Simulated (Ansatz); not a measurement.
Species: sum formula ZrOF2, charge -1, multiplicity 2. The spin state was set by rule; other spins were not relaxed. SMILES of the parent species: [F][Zr](=[O])[F]
Structure (B3LYP-D3(BJ)/def2-TZVP (Ansatz, an electronic-structure program) minimum search):
```
Zr
O 1 1.7912
F 1 1.9976 2 112.99
F 1 1.9976 2 112.99 3 138.19
```
Charge -1, spin multiplicity 2.

Parts of the frozen-core correlation energy in def2-TZVPP (Ansatz, hartree). Frozen orbitals: 7; correlated occupied orbitals by spin: 13 and 12; virtual: 129 and 130. Open shells are spin-unrestricted. No spin-orbit coupling. Past Kr the def2 sets carry scalar-relativistic core potentials.

```
term                            value
-------------------------  ----------
reference (HF)             -320.63434
MP2 opposite-spin                 ___
MP2 same-spin                     ___
CCSD correlation             -0.85993
(T)                               ___
T1 diagnostic                   0.023
largest doubles amplitude       0.035
<S^2> of the reference          0.757
```

**Question.** Fill in the missing entries.

**Answer.** 
- MP2 opposite-spin, value: -0.63989
- MP2 same-spin, value: -0.24240
- (T), value: -0.03611
